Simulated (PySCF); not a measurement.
Species: CuBr (singlet state).
SMILES: `[Cu][Br]`

The calculation used PySCF, PBE0-D3(BJ)/def2-TZVP geometry optimisation, gas phase.

Masses are those of the commonest isotopes; rigid-rotor values at the optimised geometry. 

Task: What are the moment of inertia and the rotational constant?

Result: I = 170.826 u·Å², B = 505379 MHz·u·Å²/I = 2958 MHz (0.0987 cm⁻¹, or 0.142 K as hB/k). For two atoms I = μr² with μ = 35.0114 u and r = 2.2089 Å.

Task: List the first levels of a rigid rotor in a Σ state.

Result: E(J) = BJ(J+1): J = 1: 0.197, J = 2: 0.592, J = 3: 1.184, J = 4: 1.974, J = 5: 2.960, J = 6: 4.145 cm⁻¹.

Task: Where do the first rotational lines fall?

Result: The dipole is 5.07 D; J+1 ← J lies at 2B(J+1): 1 ← 0 at 5.92 GHz, 2 ← 1 at 11.83 GHz, 3 ← 2 at 17.75 GHz, 4 ← 3 at 23.67 GHz, 5 ← 4 at 29.58 GHz, 6 ← 5 at 35.50 GHz.

Whether it is a minimum is left open (no frequencies). Isolated species at its PBE0-D3(BJ)/def2-TZVP geometry, gas phase. Zero-point vibration and centrifugal distortion are left out.
